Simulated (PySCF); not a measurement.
## Orbital picture of InF

LDA at R = 2.025 Å; In aug-cc-pVDZ-PP with ECP28, F aug-cc-pVDZ; scalar-relativistic core potentials (PySCF 2.14). State: ¹Σ⁺ (singlet), closed shell. Only the outer orbitals are listed, counted within each symmetry, core potentials removing the inner ones.

```csv
orbital,occ.,ε (eV),on In (%),main shells (%)
6σ,2,-9.88,52,"50 In s, 48 F p"
3π,2,-7.83,4,96 F p
3π,2,-7.83,4,96 F p
7σ,2,-6.85,63,"51 In s, 37 F p, 11 In p"
4π,0,-2.53,99,98 In p
4π,0,-2.53,99,98 In p
8σ,0,-0.84,108,98 In p
```

Which are the highest filled and the lowest empty level, where do they sit, and how wide is the gap?

Highest filled 7σ at -6.85 eV (in %: 51 In s, 37 F p, 11 In p); lowest empty 4π at -2.53 eV (in %: 98 In p); the gap at LDA is 4.32 eV.

- bond order (Mayer): 0.54
- ⟨S²⟩: 0.000
- charge on In (Mulliken, basis-dependent): 0.57
- charge on In (Löwdin, basis-dependent): 0.68
- dipole moment (positive dipole means In(−)F(+)): -3.43 D
- polarisability along the bond: 45.9 bohr³
- polarisability across the bond: 35.9 bohr³

Shares are Mulliken populations and can fall outside 0 to 100 %.

Spin–orbit coupling is left out.
